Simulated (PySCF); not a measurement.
**Atomic charges by several schemes**

Compound: C₆H₁₃FOSi.
SMILES with atom numbers: `[CH2:1]=[C:2]([CH3:3])[SiH2:4][C@H:5]([F:6])[O:7][CH2:8][CH3:9]` (hydrogens: H10, H11 on C1; H12, H13, H14 on C3; H15, H16 on Si4; H17 on C5; H18, H19 on C8; H20, H21, H22 on C9)

Cartesian coordinates in Å at the GFN2-xTB level; atoms count from 1:
```xyz
22
C6H13FOSi angstrom
C      3.239    0.951   -0.732
C      2.191    0.351   -0.179
C      1.842   -1.068   -0.517
Si     1.080    1.229    1.074
C     -0.704    1.263    0.338
F     -1.522    2.076    1.131
O     -1.168   -0.027    0.359
C     -2.444   -0.230   -0.241
C     -2.745   -1.718   -0.243
H      3.872    0.451   -1.450
H      3.510    1.964   -0.489
H      0.793   -1.140   -0.798
H      2.460   -1.446   -1.329
H      1.984   -1.701    0.357
H      1.490    2.621    1.274
H      0.984    0.489    2.333
H     -0.787    1.713   -0.668
H     -3.205    0.318    0.329
H     -2.427    0.168   -1.267
H     -1.988   -2.254   -0.809
H     -3.719   -1.896   -0.690
H     -2.746   -2.095    0.776
```

Density: PBE0/pcSseg-1 (PySCF); schemes: Mulliken, IAO, Hirshfeld and ESP-fitted. Geometry: GFN2-xTB, one conformer, isolated molecule.

Question: What partial charge does each atom carry?

Answer: In e:

```csv
atom,environment,Mulliken,IAO,Hirshfeld,ESP-fitted
C1,terminal =CH2 carbon,-0.084,-0.305,-0.101,-0.526
C2,fully substituted alkene carbon,-0.626,-0.244,-0.077,+0.150
C3,allylic carbon,-0.184,-0.420,-0.122,-0.482
Si4,SiH2 silicon,+0.755,+0.754,+0.328,+0.283
C5,sp3 C–F carbon,+0.178,+0.090,+0.036,+0.142
F6,alkyl fluorine,-0.352,-0.346,-0.138,-0.244
O7,ether oxygen,-0.519,-0.380,-0.120,-0.320
C8,sp3 carbon bound to oxygen,-0.002,-0.049,+0.008,+0.311
C9,methyl carbon,-0.280,-0.423,-0.120,-0.426
H10,vinylic hydrogen,+0.106,+0.142,+0.044,+0.205
H11,vinylic hydrogen,+0.108,+0.145,+0.041,+0.180
H12,methyl hydrogen,+0.140,+0.154,+0.035,+0.141
H13,methyl hydrogen,+0.109,+0.140,+0.043,+0.147
H14,methyl hydrogen,+0.130,+0.153,+0.046,+0.137
H15,Si–H hydrogen,-0.095,-0.119,-0.073,-0.073
H16,Si–H hydrogen,-0.072,-0.111,-0.070,-0.054
H17,methine hydrogen,+0.104,+0.116,+0.030,+0.063
H18,methylene hydrogen,+0.124,+0.139,+0.037,+0.022
H19,methylene hydrogen,+0.098,+0.119,+0.036,-0.001
H20,methyl hydrogen,+0.120,+0.146,+0.043,+0.113
H21,methyl hydrogen,+0.116,+0.148,+0.049,+0.113
H22,methyl hydrogen,+0.125,+0.152,+0.046,+0.120
```

Mean size of the charges over all atoms: IAO 0.218 e, Mulliken 0.201 e, ESP-fitted 0.193 e, Hirshfeld 0.075 e. Each set sums to the total charge, 0, to within 0.001 e. The IAO scheme projects the occupied orbitals on a minimal set of polarised atomic orbitals and counts the electrons in each atom's part of it. The ESP scheme is a least-squares fit of atom-centred charges to the potential on four shells outside the van der Waals surface, with the total charge fixed.

Lowest charge. The schemes don't all agree: Mulliken C2 (-0.626); IAO C9 (-0.423); Hirshfeld F6 (-0.138); ESP-fitted C1 (-0.526).

Highest charge. The schemes don't all agree: Mulliken Si4 (+0.755); IAO Si4 (+0.754); Hirshfeld Si4 (+0.328); ESP-fitted C8 (+0.311).

Question: How closely do the schemes follow one another over all atoms?

Answer: Correlation coefficient and root-mean-square difference: IAO with Hirshfeld 0.98, 0.174 e; Mulliken with IAO 0.91, 0.119 e; Mulliken with Hirshfeld 0.90, 0.191 e; IAO with ESP-fitted 0.79, 0.168 e; Hirshfeld with ESP-fitted 0.74, 0.179 e; Mulliken with ESP-fitted 0.55, 0.245 e.

Question: Sum the charges by element, for elements with more than one atom.

Answer: 
| element | atoms | Mulliken | IAO | Hirshfeld | ESP-fitted |
| --- | --- | --- | --- | --- | --- |
| C | 6 | -0.999 | -1.351 | -0.376 | -0.831 |
| H | 13 | +1.113 | +1.323 | +0.306 | +1.111 |

Question: How many electrons does the Mulliken scheme count on O7?

Answer: Z − q = 8 − (-0.519) = 8.519.
